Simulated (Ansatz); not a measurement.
`CO[SiH](O)Cl` + `O[SiH](O)O` → `O[SiH](Cl)[Si](O)(O)O` + CH₃OH  (formal exchange of groups at the Si–O bond)

Gas-phase electronic energies from Ansatz, PBE0-D4/def2-TZVP geometries. CBS: MP2 limit from def2 TZ/QZ plus the TZ coupled-cluster correction, frozen cores. This one scheme is used for every species. Functionals use def2-TZVPP. One conformer a species, not always the lowest.

Problem. Is it downhill or uphill in electronic energy at CCSD(T)/CBS, and by how much? (Best estimate.)

Solution. The calculation gave: Uphill: ΔE = +134.7 kJ/mol.

Problem. What do these levels give: r2SCAN-D4, ωB97X-V, ωB97M-V, B2PLYP, CCSD(T)/def2-TZVPP, HF/CBS(def2)? (Estimate.)

Solution. Computed: r2SCAN-D4 130.6, ωB97X-V 129.9, ωB97M-V 136.8, B2PLYP 138.9, CCSD(T)/def2-TZVPP 136.3, HF/CBS(def2) 159.7 kJ/mol.

Largest T1 diagnostic among the species: 0.012.

In def2-TZVPP, CCSD(T) changes the Hartree–Fock value by −21.1 kJ/mol (the triples alone add −3.0 kJ/mol) and MP2 by −14.0 kJ/mol. The D4 term adds −6.3 kJ/mol with B3LYP and −3.9 kJ/mol with PBE0; it sums over pairs of atoms, weighted by their polarisabilities, and B3LYP, whose exchange is more repulsive, gets the larger term. From PBE to PBE0 (25 % exact exchange), in def2-TZVPP and without D4, ΔE moves by +9.4 kJ/mol.

B3LYP here is the variant with VWN-RPA as its local correlation; programs differ in this.
